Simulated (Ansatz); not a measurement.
A made-up structure of CHOSe, doublet:

| atom | x (Å) | y (Å) | z (Å) |
| --- | --- | --- | --- |
| O1 | 0.8793 | 0.5345 | 1.7076 |
| C2 | -1.2684 | 0.7814 | -0.8372 |
| Se3 | 0.1554 | -0.0876 | 0.1112 |
| H4 | 0.6172 | -1.3389 | -0.5966 |

It is relaxed with PBE-D4/def2-SVP and then PBE0-D4/def2-TZVP (Ansatz 0.2.0). Atoms count as bonded within 1.22 times the sum of their covalent radii (H–H: 0.88 Å). The end point is not checked to be a true minimum.

Question: Does its bonding change? (Judge from chemistry; the calculation decides.)

Answer: The calculation gives: No: no bond forms or breaks.

Where it ends: The first stage lowers the energy by 0.84 eV in 6 steps. It ends as CHOSe ([C][SeH][O]):
```xyz
4
angstrom
O 0.8911 0.3637 1.5441
C -1.2163 0.6853 -0.8699
Se 0.0866 0.0472 0.1625
H 0.6222 -1.2068 -0.4517
```

Labels in which every atom is bracketed show which atoms are joined, not bond orders.

For scale, one of the runs: PBE0-D4/def2-TZVP relaxation, 116 basis functions, launched by `ansatz run in.yaml --threads 2 --pin off --events-out ev --progress --plain --max-ram 4352MiB`. Hardware: 2 CPU threads of an Intel Xeon Platinum 8488C, shared host. Wall time about 17 s.
